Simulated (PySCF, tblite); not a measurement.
Compound: C5H9BO2S.
Structure used (GFN2-xTB), in Å, numbered top down from 1:
```
atom  x, y, z in Å
C1     0.9313   -0.6141   -2.1222
C2     0.3732   -0.1585   -1.0081
O3     1.0102    0.2527    0.1184
C4     2.4168    0.2546    0.1148
C5    -1.1312   -0.0448   -0.8350
C6    -1.6267   -0.9671    0.2982
S7    -2.1763    0.0992    1.6809
B8    -1.9195    1.5612    0.6774
O9    -1.4575    1.2994   -0.5426
H10    1.9932   -0.7095   -2.2510
H11    0.3198   -0.9098   -2.9532
H12    2.8138   -0.7582   -0.0069
H13    2.7168    0.6494    1.0834
H14    2.8084    0.8945   -0.6813
H15   -1.6170   -0.2999   -1.7839
H16   -0.8341   -1.6153    0.6663
H17   -2.4758   -1.5746   -0.0127
H18   -2.1543    2.6472    1.0164
```

Jobs on this species (18 atoms, 76 electrons) with PySCF (density fitting) and tblite. Hardware of each: one thread of an Arm Neoverse N1 (shared host). Other jobs ran on the host; a repeat could differ by tens of per cent or more.

```tsv
level and settings	work	basis functions	SCF cycles	wall time
GFN2-xTB	L-BFGS relaxation	–	–	?
GFN2-xTB	Hessian by finite differences	–	–	1.2 s
PBE0/pcSseg-1	shieldings, ring-centre shieldings, charges and field gradients, density and orbital grids written	205	14	88 s
```

Problem. Fill in the missing figures.

Solution. 
- GFN2-xTB; L-BFGS relaxation: 1.7 s

Problem. What do all jobs in the table cost together?

Solution. About 91 s; the longest takes about 97 % of that, and about 73 times as long as the shortest.
